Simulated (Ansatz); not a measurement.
A geometry relaxed with Ansatz (a quantum-chemistry and plane-wave program) with PBE0-D3(BJ)/def2-SVP, charge 0, multiplicity 1:

```xyz
19

C     -0.8243    -0.0580     0.3296
C      0.3192     0.4631    -0.2610
Si    -3.7637     0.2017     0.5345
H     -4.7135     1.1541    -0.1125
H      1.9613    -1.9171     1.4601
C      3.8321    -0.5291     0.0541
H     -2.4474     2.3137    -1.3872
H      3.9617    -0.4612     1.1489
S     -0.0580     1.7888    -1.2960
H     -4.1303    -1.1988     0.1632
C      1.5193    -0.2085     0.1198
H      4.7015    -0.0781    -0.4399
C     -2.0342     0.6073    -0.0446
C     -1.7402     1.6257    -0.9228
S     -0.4390    -1.3872     1.3664
H     -3.8661     0.3263     2.0203
H      3.7654    -1.5942    -0.2307
C      1.2531    -1.2327     0.9988
O      2.7030     0.1843    -0.3712
```

Problem. Write the SMILES of this molecule.

Solution. `COc1csc2c([SiH3])csc12`
